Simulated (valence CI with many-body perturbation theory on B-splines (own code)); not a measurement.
# Energy levels of Nd27+

Method: valence CI with perturbative core correlation (CI+MBPT): five valence electrons over a frozen Dirac-Fock core [Ar] 3d10, radial functions for each j: 9 s, 9 p, 8 d, 6 f, 3 g, 1 h, with the one-electron correlation potential Σ1 (screened to all orders), the two-electron term Σ2, the three-electron term Σ3, Breit, model QED; selected single and double excitations, second order for the rest, scaled by the run's own slope (own B-spline code, finite nucleus).

No measured spectrum was set against this ion. As an estimate, large intervals hold to a few tenths of a per cent, small ones and those within an open d or f shell to about a per cent. Among the levels kept, up to 800 cm⁻¹ of a level comes from second order outside the variational space, and about a tenth of that is noise between levels of different J, which matters for small intervals.

Levels 1 to 35 of 35, with energies above the lowest level, (4s^2 4p1/2^2 4p3/2) J=3/2. "Leading %" is the weight of the configuration and term that name the level; weights of strongly mixed levels are sums over their largest components and can fall short. In the jj column 3d3/2^4 stands for four electrons in 3d with j = 3/2. Lifetimes count E1, E2, E3, M1 and M2 decay at the calculated energies, and are blank where another channel may lead or the interval is too uncertain; long ones can be off by a factor of two.

```
No.  Configuration  Term    J  E (cm⁻¹)  Leading %      g  Lifetime    Second component                     Leading jj
  1        4s2 4p3   2P°  3/2         0         42  1.426              33 % 4s2 4p3 4S°      4s^2 4p1/2^2 4p3/2 (97 %)
  2        4s2 4p3   4S°  3/2    209680         51  1.422   5.16 μs    46 % 4s2 4p3 2D°      4s^2 4p1/2 4p3/2^2 (97 %)
  3        4s2 4p3   2D°  5/2    240970         98  1.198   25.8 μs                          4s^2 4p1/2 4p3/2^2 (98 %)
  4        4s2 4p3   2P°  1/2    280780         98  0.662   5.82 μs                          4s^2 4p1/2 4p3/2^2 (98 %)
  5        4s2 4p3   2P°  3/2    494750         55  1.280   2.10 μs    28 % 4s2 4p3 2D°            4s^2 4p3/2^3 (97 %)
  6         4s 4p4    4P  5/2    717310         74  1.515   65.5 ps      18 % 4s 4p4 2D      4s 4p1/2^2 4p3/2^2 (90 %)
  7         4s 4p4    2D  3/2    790490         26  1.175   23.0 ps      23 % 4s 4p4 4P      4s 4p1/2^2 4p3/2^2 (62 %)
  8         4s 4p4    2S  1/2    807160         47  2.268   17.7 ps      44 % 4s 4p4 4P      4s 4p1/2^2 4p3/2^2 (86 %)
  9     4s2 4p2 4d    4F  3/2    872290         38  0.864   15.8 ps  17 % 4s2 4p2 4d 2D      4s^2 4p1/2^2 4d3/2 (69 %)
 10     4s2 4p2 4d    4F  5/2    934930         29  1.185   12.4 ps  26 % 4s2 4p2 4d 4D      4s^2 4p1/2^2 4d5/2 (84 %)
 11         4s 4p4    4P  3/2    955290         51  1.382   22.3 ps      27 % 4s 4p4 2D        4s 4p1/2 4p3/2^3 (78 %)
 12         4s 4p4    2D  5/2    993160         63  1.272   40.1 ps      17 % 4s 4p4 4P        4s 4p1/2 4p3/2^3 (78 %)
 13         4s 4p4    2P  1/2   1028200         28  1.014   16.0 ps  26 % 4s2 4p2 4d 4D  4s^2 4p1/2 4p3/2 4d3/2 (45 %)
 14     4s2 4p2 4d    2P  3/2   1030500         24  1.043   36.4 ps      21 % 4s 4p4 2P  4s^2 4p1/2 4p3/2 4d3/2 (57 %)
 15     4s2 4p2 4d    2F  5/2   1059000         55  0.944    133 ps  39 % 4s2 4p2 4d 4F  4s^2 4p1/2 4p3/2 4d3/2 (88 %)
 16     4s2 4p2 4d    4F  7/2   1083000         36  1.092   2.52 ns  34 % 4s2 4p2 4d 2G  4s^2 4p1/2 4p3/2 4d3/2 (86 %)
 17     4s2 4p2 4d    4D  1/2   1086500         59  0.594   10.1 ps      15 % 4s 4p4 2P  4s^2 4p1/2 4p3/2 4d3/2 (55 %)
 18     4s2 4p2 4d    4D  7/2   1105100         48  1.311   5.55 ns  31 % 4s2 4p2 4d 4F  4s^2 4p1/2 4p3/2 4d5/2 (97 %)
 19     4s2 4p2 4d    4D  3/2   1108300         31  1.080   4.93 ps      28 % 4s 4p4 2P        4s 4p1/2 4p3/2^3 (39 %)
 20     4s2 4p2 4d    2G  9/2   1137500         51  1.217            48 % 4s2 4p2 4d 4F  4s^2 4p1/2 4p3/2 4d5/2 (96 %)
 21     4s2 4p2 4d    4P  5/2   1150700         33  1.234   3.89 ps  18 % 4s2 4p2 4d 4F  4s^2 4p1/2 4p3/2 4d5/2 (65 %)
 22     4s2 4p2 4d    2P  3/2   1159200         32  1.143   2.62 ps  25 % 4s2 4p2 4d 4D  4s^2 4p1/2 4p3/2 4d5/2 (46 %)
 23     4s2 4p2 4d    4D  5/2   1186500         33  1.275   2.42 ps  32 % 4s2 4p2 4d 2D  4s^2 4p1/2 4p3/2 4d3/2 (42 %)
 24     4s2 4p2 4d    4P  1/2   1189900         41  2.017   1.86 ps  30 % 4s2 4p2 4d 2S  4s^2 4p1/2 4p3/2 4d3/2 (82 %)
 25     4s2 4p2 4d    2P  3/2   1196400         41  1.484   2.19 ps  39 % 4s2 4p2 4d 4P  4s^2 4p1/2 4p3/2 4d3/2 (44 %)
 26     4s2 4p2 4d    2G  7/2   1204300         44  1.067   7.86 ps  29 % 4s2 4p2 4d 2F  4s^2 4p1/2 4p3/2 4d5/2 (73 %)
 27     4s2 4p2 4d    2D  3/2   1237600         72  0.855   6.10 ps   9 % 4s2 4p2 4d 2P  4s^2 4p1/2 4p3/2 4d5/2 (74 %)
 28     4s2 4p2 4d    2D  5/2   1239900         54  1.138   2.01 ps  30 % 4s2 4p2 4d 2F  4s^2 4p1/2 4p3/2 4d5/2 (67 %)
 29     4s2 4p2 4d    2P  1/2   1253200         63  1.148   4.57 ps      18 % 4s 4p4 2S  4s^2 4p1/2 4p3/2 4d5/2 (48 %)
 30         4s 4p4    2P  1/2   1289700         36  1.358   3.77 ps  29 % 4s2 4p2 4d 2S              4s 4p3/2^4 (38 %)
 31     4s2 4p2 4d    2F  7/2   1355500         48  1.256   87.0 ps  40 % 4s2 4p2 4d 4D      4s^2 4p3/2^2 4d5/2 (97 %)
 32     4s2 4p2 4d    4F  9/2   1367100         50  1.223   4.00 μs  48 % 4s2 4p2 4d 2G      4s^2 4p3/2^2 4d5/2 (96 %)
 33     4s2 4p2 4d    2P  1/2   1371300         59  1.108   2.72 ps  24 % 4s2 4p2 4d 4P      4s^2 4p3/2^2 4d3/2 (67 %)
 34     4s2 4p2 4d    2D  3/2   1380300         43  1.146   1.85 ps  26 % 4s2 4p2 4d 4P      4s^2 4p3/2^2 4d3/2 (86 %)
 35     4s2 4p2 4d    2D  5/2   1385900         35  1.211   1.91 ps  18 % 4s2 4p2 4d 4P      4s^2 4p3/2^2 4d3/2 (73 %)
```

The ionisation energy to 4s2 4p2 3P_0 of the next ion comes out as 980.17 eV (NIST: 978 ± 4 eV (theoretical)). All 35 levels together are meant to be complete up to 1409700 cm⁻¹.
